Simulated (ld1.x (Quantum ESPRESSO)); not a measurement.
**boron: one change to a TM semilocal potential, before and after**

boron (B), norm-conserving Troullier–Martins (semilocal form), made with ld1.x (Quantum ESPRESSO) 7.5 (PBEsol, scalar-relativistic). Core [He], reference 2s1.5 2p0 (charge +1.5). Waves: 2s (bound): rc 1.15 bohr; 2p (bound, empty): rc 3.25 bohr. Local part: the p channel. Core correction: Bessel-smoothed model core, default radius (core density twice the valence density).

Change: wave 2p (bound): rc 3.25 bohr becomes 2p (bound): rc 4.22 bohr.

Cutoffs: the cutoffs (Ry, on a coarse ladder) from which the occupation-weighted sum of valence levels, in a spherical-Bessel basis at the reference potential, stays within 10 and 1 mRy of its value at 400 Ry; they do not see the model core or the augmentation charge, which bear on the density cutoff. Errors are all-electron minus pseudo energies relative to the spin-unpolarised reference configuration.

Predict the effect on cutoff, ghosts and configuration errors.

The potential gets neither clearly harder nor softer (21 Ry and 60 Ry → 21 Ry and 60 Ry); of the 7 tests that both files solve, the error grows in 5 and shrinks in 0 by more than 15 % and 0.3 meV (median size 111.9 → 248.8 meV); neither file shows a bound ghost. More of the atom is replaced by a form fitted at one configuration, so other configurations suffer. A semilocal file is local in each channel, so a ghost entry of none says nothing of the separable form that plane-wave codes build from it.

```csv
quantity,base,changed
"cutoff, loose",21 Ry,21 Ry
"cutoff, tight",60 Ry,60 Ry
bound ghosts,none,none
"error for 2s2 2p1, meV [ΔE -19.28 eV]",+160,+421
"error for 2s2 2p0, meV [ΔE -11.14 eV]",+4.1,+4.1
"error for 2s1 2p0, meV [ΔE 14.12 eV]",+5.1,+5.1
"error for 2s0 2p3, meV [ΔE -7.62 eV]",+398,+1108
"error for 2s1 2p1, meV [ΔE -5.01 eV]",+112,+249
"error for 2s2 2p0.5, meV [ΔE -16.42 eV]",+91,+211
"error for 2s1 2p2, meV [ΔE -13.46 eV]",+287,+786
```
